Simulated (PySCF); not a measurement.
Estimate the missing entries of this data sheet.

Species: C2H7ClSi.
Structure used (PBE0-D3(BJ)/def2-SVP), in Å, numbered top down from 1:
```xyz
11
C2H7ClSi angstrom
Si    -1.216    0.356    0.017
C      0.649    0.680   -0.003
C      1.481   -0.575    0.120
Cl     3.242   -0.221    0.093
H     -1.599   -0.546   -1.113
H     -1.616   -0.301    1.300
H     -1.952    1.648   -0.120
H      0.898    1.207   -0.939
H      0.889    1.374    0.820
H      1.295   -1.273   -0.708
H      1.288   -1.105    1.064
```

```csv
property,level,value
point group,PBE0-D3(BJ)/def2-SVP,Cs
"rotational constants A, B, C",PBE0-D3(BJ)/def2-SVP,?
dipole moment,wB97X-D/def2-SVPD,1.70 D
HOMO energy,wB97X-D/def2-SVPD,-10.31 eV
LUMO energy,wB97X-D/def2-SVPD,?
lowest singlet excitation,TDDFT wB97X-D/def2-SVPD,?
strongest line among the 10 lowest singlet transitions,TDDFT wB97X-D/def2-SVPD,?
lowest triplet excitation (Tamm–Dancoff),TDA wB97X-D/def2-SVPD,6.66 eV
static isotropic polarisability,wB97X-D/def2-SVPD,68.8 au
vertical ionisation energy,ΔSCF wB97X-D/def2-SVPD,10.80 eV
electronic spatial extent ⟨r²⟩ about the centre of nuclear charge,wB97X-D/def2-SVPD,816 bohr²
13C chemical shifts (computed TMS as zero) by class,GIAO HF/pcSseg-2,?
1H chemical shifts (computed TMS as zero) by class,GIAO HF/pcSseg-2,"3.66 (H5/H6/H7), 3.34 (H10/H11), 1.15 (H8/H9) ppm"
"isotropic shieldings of nuclei other than C and H, by class",GIAO HF/pcSseg-2,"443 (Si1), 864 (Cl4) ppm"
core binding energies,"ΔSCF SCAN, pcX-2 on the ionised atom, pcseg-1 elsewhere, spin-free X2C, 2p3/2 from a spin–orbit splitting computed afterwards within the 2p shell","Si2p3/2 107.0 (Si1), Cl2p3/2 205.7 (Cl4), C1s 290.8 (C2), C1s 292.5 (C3), Si1s 1846.7 (Si1), Cl1s 2828.3 (Cl4) eV"
```

Electronic properties: PySCF, gas phase, density fitting. NMR classes are plain means over equivalent atoms (diastereotopic ones count apart unless rotation or inversion swaps them), as if these changed places fast; in this geometry the members of some classes differ.

(1) Give the rotational constants A, B, C.

(2) The 13C chemical shifts (computed TMS as zero) by class?

(3) The lowest singlet excitation?

(4) The strongest line among the 10 lowest singlet transitions?

(5) What is the LUMO energy?

## Answers

(1) 22.484, 1.432, 1.392 GHz.

(2) 44.1 (C3), 15.5 (C2) ppm.

(3) 7.28 eV (170 nm, f = 0.001).

(4) S8 at 9.03 eV (137 nm, f = 0.107).

(5) 1.71 eV.

With B = h/(8π²I), that is 505.379 GHz u Å² over I, the principal moments of inertia are 22.5, 352.9 and 363.1 u Å² (most abundant isotopes). The rotational constants make it an asymmetric top with κ = (2B − A − C)/(A − C) = -1.00, nearer the prolate limit (−1). In wavenumbers S1 is 58700 cm⁻¹ (1 eV = 8065.54 cm⁻¹). The largest Löwdin shares of the HOMO are 0.69 on Cl4, 0.13 on C2, 0.07 on C3 and 0.06 on Si1. The polarisability is 10.19 Å³ as a volume (1 au = 0.148185 Å³), or 1.38 au for each of the 50 electrons.

One conformer stands for the species.
